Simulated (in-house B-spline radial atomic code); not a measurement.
Computed with a B-spline radial atomic code. Model: two electrons, singlet ground state, non-relativistic, full CI in B-splines with partial waves to l = 8 (at full coupling up to 3e-4 hartree above the limit, correlation up to 0.6 % small), density held at that of full coupling by Lieb maximisation.

W(λ) is the mean repulsion in the state of coupling λ less the Hartree energy of the fixed density. Its start is exact exchange, its initial slope is twice the second-order Görling-Levy correlation energy, and its area from 0 to 1 is E_xc. A straight curve means weak, dynamic correlation, and a curve that drops fast and flattens means strong correlation.

Command:
```bash
python run_ac.py task.json out
```
Settings (lengths in bohr, energies in hartree):
```
potential              yukawa
strength               5.2
lmax                   8
second                 0.7
```

Cost of the run: 9.9 s on 1 thread of Intel(R) Xeon(R) Processor @ 2.30GHz, on a shared host.

**W = mean repulsion less Hartree energy, and W of three functionals.**

Given: confinement screened point charge; nuclear charge 5.2; screening of the nucleus 0.7 1/bohr; external potential -Z exp(-k r)/r.

Computed: LDA exchange minus exact 417.96 millihartree; SCAN exchange minus exact -5.8583 millihartree.

```csv
coupling,W xc (hartree),W xc minus exchange (millihartree),kinetic minus Kohn-Sham (millihartree),LDA (PW92) W minus its exchange (millihartree),PBE W minus its exchange (millihartree),SCAN W minus its exchange (millihartree)
0,-2.9739,0,0,0,0,0
0.02,-2.9757,-1.879,0,-14.46,-1.85,-1.84
0.05,-2.9785,-4.686,0.1,-30.57,-4.65,-4.57
0.12,-2.985,-11.186,0.7,-60.86,-11.21,-10.84
0.25,-2.9969,-23.075,2.9,-105.71,-23.44,-22.17
0.4,-3.0104,-36.505,7.2,-148.37,-37.48,-34.83
0.6,-3.0278,-53.949,15.9,-196.71,-55.93,-51.12
0.8,-3.0447,-70.884,27.8,-238.73,-73.99,-66.82
1,-3.0612,-87.331,42.6,-276.3,-91.64,-81.98
1.4,?,?,?,?,?,?
2,-3.1368,-162.93,155.1,-424.33,-173.32,-150.98
3,-3.2028,-228.93,319.4,-534.66,-244.99,-210.92
4.5,-3.2873,-313.48,634.5,-662.36,-337.16,-287.99
7,?,?,?,?,?,?
10,-3.5003,-526.41,2122.8,-954.06,-574.59,-487.77
```

Task: What belongs in the row 1.4?

Result: W xc (hartree): -3.0927; W xc minus exchange (millihartree): -118.84; kinetic minus Kohn-Sham (millihartree): 80.3; LDA (PW92) W minus its exchange (millihartree): -341.97; PBE W minus its exchange (millihartree): -125.61; SCAN W minus its exchange (millihartree): -110.84.

Task: What belongs in the row 7?

Result: W xc (hartree): -3.3993; W xc minus exchange (millihartree): -425.4; kinetic minus Kohn-Sham (millihartree): 1271.6; LDA (PW92) W minus its exchange (millihartree): -818.62; PBE W minus its exchange (millihartree): -460.53; SCAN W minus its exchange (millihartree): -391.62.

Task: What is the PBE exchange minus exact?

Result: 50.643 millihartree.

**Energy parts, natural occupations and partial-wave weights.**

Computed: total energy -17.3938 hartree; correlation energy -0.04475 hartree; kinetic part of the DFT correlation energy 0.042581 hartree; initial slope twice GL2 -0.094094 hartree; kinetic part over minus potential part 0.48758; Hartree energy 5.9477 hartree; Kohn-Sham kinetic 23.229 hartree.

```csv
natural,occupation of the shell (electrons)
s,1.9978
p,?
s,0.0008372
d,6.1783e-05
p,4.4782e-05
s,1.9207e-05
```

Task: What belongs in the row p?

Result: occupation of the shell (electrons): 0.001168.

```json
{"wave": "s", "weight": "0.99935"}
{"wave": "p", "weight": "0.00060875"}
{"wave": "d", "weight": "3.4799e-05"}
{"wave": "f", "weight": "?"}
{"wave": "g", "weight": "1.2125e-06"}
```

Task: What belongs in the row f?

Result: weight: 5.1088e-06.

Task: What is the Lieb Oxford ratio E_xc over LDA exchange?

Result: 1.181.

Task: What is the exchange energy?

Result: -2.9739 hartree.

Half-way to full coupling W has made 52 % of its drop, against 50 % for a straight line, and second-order (GL2) theory, half the initial slope, overshoots the correlation energy by about 5 %: correlation is weak here. Over couplings 0 to 1 the errors in E_xc come to about +299 millihartree for LDA, +49 millihartree for PBE, -3.5 millihartree for SCAN, so SCAN is nearest. In LDA and PBE and SCAN the errors of exchange and correlation have opposite signs, so the sum is smaller than the larger of the two.
